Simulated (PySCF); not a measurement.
C4H10Cd, charge +1, doublet, geometry from GFN2-xTB (such geometries of metal compounds can be far from the true shape) (a state made from the parent by changing its charge; the spin is typed, not shown lowest) (core potentials on Cd); DF-TPSS/def2-SVPD (PySCF).

Input for PySCF:
```python
from pyscf import gto, scf, dft

mol = gto.M(
    atom='''
Cd   -0.56124709   -0.26260900   -0.18282574
C    -0.02912920   -0.97170162    1.92626067
C     1.41263543   -0.64102404    2.15316076
H    -0.23772438   -2.04147725    1.91678320
H    -0.71471305   -0.41469871    2.56694675
H     1.60585976    0.43546249    2.11353391
H     2.07666451   -1.17670047    1.46784820
H     1.68261307   -0.96754256    3.16451814
C     0.20965072    1.11002834   -1.84271820
C     1.35659137    1.88554866   -1.27466054
H    -0.65068224    1.72654552   -2.10422473
H     0.49469293    0.42448846   -2.64203515
H     2.19128732    1.24176146   -0.98049018
H     1.05421585    2.52871579   -0.44227247
H     1.73915685    2.55156922   -2.05722865
''',
    basis='def2-svpd',
    ecp={'Cd': 'def2-svpd'},
    charge=1,
    spin=1,
    verbose=3,
)

mf = dft.UKS(mol)
mf.xc = 'tpss'
mf = mf.density_fit(auxbasis='def2-universal-jkfit')
mf.kernel()
mf.analyze()
```

### Question
What does PySCF print? Leave out banner, timings and long lists.

### Answer

```
converged SCF energy = -325.719622740546  <S^2> = 0.76750554  2S+1 = 2.0174296
**** MO energy ****
                             alpha | beta                alpha | beta
MO #1   energy= -10.2109512005893  | -10.2038181378602  occ= 1 | 1
MO #2   energy= -10.2109371099295  | -10.2038057959164  occ= 1 | 1
MO #3   energy= -10.1668969698586  | -10.1669301647631  occ= 1 | 1
MO #4   energy= -10.1668048062877  | -10.1668345572516  occ= 1 | 1
MO #5   energy= -4.21906824438368  | -4.21834208917995  occ= 1 | 1
MO #6   energy= -2.75384568735252  | -2.7534447414085   occ= 1 | 1
MO #7   energy= -2.75329673790407  | -2.75341617881369  occ= 1 | 1
MO #8   energy= -2.75308451061789  | -2.75156913971247  occ= 1 | 1
MO #9   energy= -0.879533415948584 | -0.870143510364412 occ= 1 | 1
MO #10  energy= -0.877078342075797 | -0.868060009779581 occ= 1 | 1
MO #11  energy= -0.740453908771761 | -0.730225829269169 occ= 1 | 1
MO #12  energy= -0.731308505672056 | -0.721392474326309 occ= 1 | 1
MO #13  energy= -0.661236822042378 | -0.658526175496995 occ= 1 | 1
MO #14  energy= -0.659551454072702 | -0.658460481412731 occ= 1 | 1
MO #15  energy= -0.656005156650961 | -0.655615593896313 occ= 1 | 1
MO #16  energy= -0.654833731323628 | -0.65545731059659  occ= 1 | 1
MO #17  energy= -0.653319273589763 | -0.651480305401184 occ= 1 | 1
MO #18  energy= -0.587886569347646 | -0.58455805678592  occ= 1 | 1
MO #19  energy= -0.582760629964414 | -0.579775362054414 occ= 1 | 1
MO #20  energy= -0.558663262505721 | -0.546917313821112 occ= 1 | 1
MO #21  energy= -0.543546136956836 | -0.532727247434655 occ= 1 | 1
MO #22  energy= -0.519969997361643 | -0.516741162925272 occ= 1 | 1
MO #23  energy= -0.51829327452995  | -0.514550165230396 occ= 1 | 1
MO #24  energy= -0.49222002437895  | -0.4901724706458   occ= 1 | 1
MO #25  energy= -0.4903983834105   | -0.488364838743108 occ= 1 | 1
MO #26  energy= -0.442606520126661 | -0.424938801173635 occ= 1 | 1
MO #27  energy= -0.396121470120502 | -0.351621247143113 occ= 1 | 0
MO #28  energy= -0.258723034950274 | -0.238954274725925 occ= 0 | 0
MO #29  energy= -0.197799242705186 | -0.198666110022405 occ= 0 | 0
MO #30  energy= -0.171821782940359 | -0.167188542770829 occ= 0 | 0
MO #31  energy= -0.116039667270364 | -0.111907892549091 occ= 0 | 0
MO #32  energy= -0.100068507395722 | -0.0940630477382332 occ= 0 | 0
MO #33  energy= -0.0861836724391306 | -0.083452784354304 occ= 0 | 0
MO #34  energy= -0.0844414790212289 | -0.0811870194459747 occ= 0 | 0
MO #35  energy= -0.0707602150596424 | -0.0683899798063924 occ= 0 | 0

WARN: System has nonzero charge 1; the dipole moment is origin-dependent.
Location of origin: [0. 0. 0.]

Dipole moment(X, Y, Z, Debye):  0.38207,  0.18240,  0.12577
```
